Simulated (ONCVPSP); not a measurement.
**Before and after: ONCV potential for molybdenum (Mo)**

* Element: Mo
* Generator: ONCVPSP 4.0.1
* Type: optimised norm-conserving Vanderbilt (ONCV)
* Functional: PBE
* Relativity: fully relativistic
* Frozen core: [Ar] 3d10
* Valence charge: 14
* Reference configuration: 4s2 4p6 4d5 5s0.5 5p0.5
* Partial waves: 4s+5s: rc 1.45 bohr, ncon 5, nbas 9, qcut 6.5 1/bohr, 2 projectors; 4p+5p: rc 2.35 bohr, ncon 3, nbas 6, qcut 7.5 1/bohr, 2 projectors; 4d: rc 1.65 bohr, ncon 5, nbas 10, qcut 6.7 1/bohr, 3 projectors, debl 2.9 Ha
* Local potential: polynomial inside 0.95 bohr (lpopt 5, dvloc0 0 Ha)
* Core correction: Teter function fitted to the true core (icmod 2), fcfact 0.45

Open shells are filled in proportion to 2j + 1.

All-electron outer shells of the reference configuration (PBE, scalar-relativistic, ld1.x):

| shell | level (eV) | outermost node (bohr) | outermost maximum (bohr) |
| --- | --- | --- | --- |
| 3p | -379.93 | 0.17 | 0.38 |
| 3d | -221.66 | – | 0.32 |
| 4s | -65.05 | 0.51 | 0.99 |
| 4p | -39.20 | 0.52 | 1.08 |
| 5s | -4.56 | 1.34 | 2.93 |
| 4d | -4.42 | 0.53 | 1.38 |
| 5p | -1.42 | 1.54 | 4.05 |

Change: s: qcut 7.2.

Cutoffs: the cutoffs (Ha) at which the residual kinetic energy of the hardest occupied pseudo-wave falls to 1 and 0.1 mHa per electron; they do not see the model core or the augmentation charge, which bear on the density cutoff. Errors are all-electron minus pseudo energies relative to the spin-unpolarised reference configuration.

Question: Predict the effect on cutoff, ghosts and configuration errors.

Answer: The potential gets softer (31 Ha and 99 Ha → 24 Ha and 76 Ha); the errors of the 4 common tests hardly move; neither file shows a bound ghost.

| quantity | base | changed |
| --- | --- | --- |
| cutoff, loose | 31 Ha | 24 Ha |
| cutoff, tight | 99 Ha | 76 Ha |
| loose cutoff by channel | s 31 Ha, p 13 Ha, d 19 Ha | s 24 Ha, p 13 Ha, d 19 Ha |
| bound ghosts | none | none |
| GHOST(+) flags under 300 eV | s at 123.1 eV | s at 119.9 eV |
| error for 4s2 4p6 4d5 5s1 5p0, meV [ΔE -1.54 eV] | -0.1 | -0.1 |
| error for 4s2 4p6 4d5 5s0 5p0, meV [ΔE 5.35 eV] | -0.1 | 0.0 |
| error for 4s2 4p6 4d4 5s0 5p0, meV [ΔE 20.81 eV] | +0.6 | +0.6 |
| error for 4s2 4p6 4d5 5s0 5p1, meV [ΔE 1.60 eV] | 0.0 | 0.0 |
| s: phases at 1.47 bohr within 0.05 rad from the reference energy up to (Ha; the scan ends near 5) | 3.3 | 3.3 |
| p3/2: phases at 2.39 bohr within 0.05 rad from the reference energy up to (Ha; the scan ends near 5) | 4.1 | 4.1 |
| p1/2: phases at 2.39 bohr within 0.05 rad from the reference energy up to (Ha; the scan ends near 5) | 4.1 | 4.1 |
| d5/2: phases at 1.68 bohr within 0.05 rad from the reference energy up to (Ha; the scan ends near 5) | to the end of the scan | to the end of the scan |
| d3/2: phases at 1.68 bohr within 0.05 rad from the reference energy up to (Ha; the scan ends near 5) | to the end of the scan | to the end of the scan |
| rms error of d²Exc/dni dnj with the model core, mHa | 4.23 | 4.34 |
